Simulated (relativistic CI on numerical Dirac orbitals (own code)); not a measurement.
## Slater and spin-orbit integrals, Ir58+

These numbers are calculated, not measured: Dirac-Coulomb-Breit CI, KLI orbitals optimised for each configuration, model QED, unscaled Slater integrals (own radial code, finite nucleus).

Slater integrals F^k, G^k are unscaled and averaged over j, outside the closed core [Ne]; ζ comes from projecting the Hamiltonian with its Breit term on Σ l·s of the shell.

- 3s2 3p6 3d: ζ(3d) = 300240 cm⁻¹; <r>(3d) = 0.157, <r^2>(3d) = 0.02848 (bohr units).
- 3s2 3p5 3d2: ζ(3p) = 2.2225e+06, F^2(3d,3d) = 652880, F^4(3d,3d) = 422540, F^2(3p,3d) = 558810, G^1(3p,3d) = 584390, G^3(3p,3d) = 393200, ζ(3d) = 298050 cm⁻¹; <r>(3p) = 0.1763, <r^2>(3p) = 0.03606, <r>(3d) = 0.1572, <r^2>(3d) = 0.02854 (bohr units).
- 3s 3p6 3d2: F^2(3d,3d) = 652560, F^4(3d,3d) = 422320, G^2(3s,3d) = 452250, ζ(3d) = 299220 cm⁻¹; <r>(3s) = 0.1787, <r^2>(3s) = 0.03656, <r>(3d) = 0.1573, <r^2>(3d) = 0.02857 (bohr units).

**Question.** Give the Racah parameters of the d shell in 3s2 3p5 3d2.

**Answer.** B = F²/49 − 5F⁴/441 = 8534 cm⁻¹ and C = 35F⁴/441 = 33535 cm⁻¹.

Averages of the first 10 configurations, taken without configuration mixing, which lowers the lowest level and can move excited configurations by several eV; other configurations of the list can lie among them:

```
Configuration  Parity  States  Average energy above the lowest level (eV)
   3s2 3p6 3d    even      10                                        56.6
  3s2 3p5 3d2     odd     270                                       535.7
   3s 3p6 3d2    even      90                                      1046.6
   3s2 3p6 4s    even       2                                      2348.4
   3s2 3p6 4p     odd       6                                      2544.1
   3s2 3p6 4d    even      10                                      2740.7
3s2 3p5 3d 4s     odd     120                                      2816.0
   3s2 3p6 4f     odd      14                                      2871.4
3s2 3p5 3d 4p    even     360                                      3012.0
      3p6 3d3    even     120                                      2049.1
```
